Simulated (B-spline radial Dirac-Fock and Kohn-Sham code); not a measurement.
**Dipole and non-dipole photoemission parameters of K 2s**

System: the K atom, configuration [Ar] 4s1; threshold 378.6 eV (tabulated edge). Model: Dirac-Hartree-Slater photoionisation with a Latter tail; cross sections with all multipoles, angular parameters from the dipole term and its interference with E2. Program: an atomic code on a B-spline grid.

| hν (eV) | σ (kb) | β | γ |
| --- | --- | --- | --- |
| 414 | 270 | 2.000 | 0.538 |
| 448 | 242 | 2.000 | 0.377 |
| 600 | 162 | 2.000 | 0.037 |
| 699 | 127 | 2.000 | -0.029 |
| 880 | 85.9 | 2.000 | -0.047 |
| 1486.9 | 31.5 | 2.000 | 0.121 |
| 1940 | 18.0 | 2.000 | 0.277 |
| 2520 | 10.1 | 2.000 | 0.458 |
| 2780 | 8.10 | 2.000 | 0.534 |
| 2940 | ? | ? | ? |
| 2984.4 | 6.88 | 2.000 | 0.591 |
| 3380 | 5.14 | 2.000 | 0.696 |
| 3500 | 4.73 | 2.000 | 0.727 |
| 3630 | 4.34 | 2.000 | 0.760 |
| 4960 | 2.03 | 2.000 | 1.058 |
| 4990 | 2.00 | 2.000 | 1.065 |
| 6000 | 1.25 | 2.000 | 1.262 |
| 11200 | 0.239 | 1.999 | 2.052 |
| 12000 | 0.198 | 1.999 | 2.152 |
| 12100 | 0.193 | 1.999 | 2.164 |

Question: Give the values at 2940 eV.

Answer: σ = 7.12 kb, β = 2.000, γ = 0.579. For an s subshell δ is negligible.

Values without a named source are computed, but for edge energies of neutral atoms, which are taken from tables.
